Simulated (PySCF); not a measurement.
C2H9BO2Si, SMILES C[SiH2]CB(O)O.

The structure is a stationary point at B3LYP-D3(BJ)/def2-SVP. This is a generated structure with no PubChem entry under its InChIKey; it may be hypothetical. Other conformers were not sampled.

Two levels are set side by side: PBE/def2-TZVP (PySCF) and M06-2X/def2-TZVP (PySCF). Same geometry, gas phase. Differences are taken from unrounded values.

```tsv
quantity	M06-2X	PBE	PBE minus M06-2X
orbital gap (eV)	10.68	6.62	-4.06
highest occupied level (eV)	-9.80	-7.12	2.68
lowest empty level (eV)	0.88	-0.50	-1.39
dipole moment (D)	2.58	2.25	-0.33
mean polarisability (bohr³)	70.3	74.2	3.9
```

PBE's occupied levels lie high since its potential decays too fast outside the molecule; exact exchange lowers them and widens the gap. Loosely held outer electrons make PBE densities more polarisable. Differences between two approximate levels are no errors against the true value.

Rough cost on one machine, each run with all the roots and properties that it gave: M06-2X against PBE about 4 times.
